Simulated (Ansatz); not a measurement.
Isolated molecules relaxed with PBE0-D4/def2-TZVP in Ansatz; ΔE leaves out vibrations. CCSD(T)/CBS adds triple-zeta CCSD(T) − MP2 to the extrapolated MP2 energy (def2 sets, frozen cores). This one scheme is used for every species. Functionals use def2-TZVPP. B3LYP here is the variant with VWN-RPA as its local correlation; programs differ in this. One conformer a species, not always the lowest.

Reaction (formal exchange of groups at the Si–Si bond): `C[SiH](O)[Si](O)(F)F` + `C=C` → `C=C[SiH](C)O` + `O[SiH](F)F`

```tsv
level	ΔE (kcal/mol)
ωB97X-V	-3.9
B3LYP	-3.8
HF/def2-TZVPP	-7.0
SCS-MP2/def2-TZVPP	-7.3
CCSD/def2-TZVPP	-5.9
CCSD(T)/def2-TZVPP	-5.8
MP2/CBS(def2)	-7.1
CCSD/CBS(def2)	-5.5
```

**Question.** What does CCSD(T)/CBS give? (Best estimate.)

**Answer.** Ansatz gave: -5.4 kcal/mol. The listed levels differ from it by 1.5, 1.6, -1.6, -1.9, -0.5, -0.4, -1.7, -0.1 kcal/mol.

Largest T1 diagnostic among the species: 0.012.

From PBE to PBE0 (25 % exact exchange), in def2-TZVPP and without D4, ΔE moves by −1.5 kcal/mol.
